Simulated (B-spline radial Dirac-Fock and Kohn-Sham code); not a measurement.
# The K-like isoelectronic sequence (19 electrons), Z = 42 to 49

The computed values come from an atomic code on a B-spline grid: Dirac-Fock (average of configuration) total-energy differences with a finite nucleus, the Breit interaction including its frequency dependence, and self-energy and vacuum-polarisation corrections. Binding energies in eV, tabulated ground configurations ([Ar] 3d1 throughout). No correlation.

```
  ion       1s      2s   3p1/2   3p3/2  outermost level  NIST ionisation energy
Mo²³⁺  20998.0  3851.0  1224.7  1201.9      1078.8 (3d)                1082 ± 4
Tc²⁴⁺  22110.2  4092.4  1316.1  1290.4      1162.9 (3d)                1166 ± 4
Ru²⁵⁺  23253.6  4341.7  1410.7  1382.1      1250.0 (3d)                1253 ± 4
Rh²⁶⁺  24428.3  4599.1  1508.8  1476.8      1340.2 (3d)                1344 ± 4
Pd²⁷⁺  25634.6  4864.5  1610.2  1574.6      1433.5 (3d)                1438 ± 4
Ag²⁸⁺  26872.7  5138.0  1715.0  1675.6      1529.8 (3d)                1535 ± 4
Cd²⁹⁺        ?       ?       ?       ?                ?                       ?
In³⁰⁺  29445.3  5709.9  1935.0  1886.8      1731.5 (3d)                1738 ± 4
```

Question: Fill in the row of Cd²⁹⁺.

Answer: 1s 28142.8, 2s 5419.8, 3p1/2 1823.3, 3p3/2 1779.6, outermost 1629.1 (3d), NIST 1635 ± 4 eV.

NIST's values are for the lowest levels; a dash marks a value that is missing or belongs to another shell. Their kind here: theoretical. Where a p, d or f shell is open in either ion the computed value averages over both j values and all terms, while the table refers to the lowest levels; that difference holds spin-orbit splitting (largest in heavy or highly charged ions), term energies where several electrons share open shells, and correlation, and it can reach 10 % or more.
